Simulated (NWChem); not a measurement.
Sb, quartet

All runs: NWChem. Spin-unrestricted. No stability test was run on the SCF state. def2 effective core potentials on Sb; no spin-orbit coupling. Total energies compare along this basis series because the functional is fixed.

```tsv
level	basis functions	energy (Ha)	highest occupied level (eV)	lowest empty minus highest occupied level, either spin (eV)	relative time
PBE/def2-SVP	26	-240.2017	-5.38	1.99	1
PBE/def2-SVPD	32	-240.2022	-5.38	1.99	1
PBE/def2-TZVP	50	-240.2074	-5.45	1.95	3
PBE/def2-TZVPD	56	-240.2075	-5.45	1.95	3
PBE/def2-TZVPP	50	-240.2074	-5.45	1.95	3
PBE/def2-QZVP	82	-240.2083	-5.46	1.94	8
```

The last column is a rough cost ratio, cheapest run = 1.
